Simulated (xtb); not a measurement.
C4H12Si2, SMILES C1[SiH2]C[SiH2]CC1. All values are semi-empirical tight-binding results from xtb (GFN2-xTB unless named), good for trends rather than for accurate numbers. Geometry optimised at GFN2-xTB. The values are those of a single conformer.

Computed properties:
```json
{
 "point_group_as_xtb_finds_it": "Cs",
 "orbital_gap": "5.39 eV",
 "dipole_moment": "0.36 D",
 "zero_point_energy": "89.5 kcal/mol",
 "G − E(el) at 298.15 K (modified RRHO)": "69.4 kcal/mol",
 "static polarisability (D4 model)": "101.8 bohr³",
 "solvation energy, GFN2-xTB/ALPB(water)": "0.1 kcal/mol",
 "solvation energy, GFN2-xTB/ALPB(ether)": "-4.5 kcal/mol"
}
```
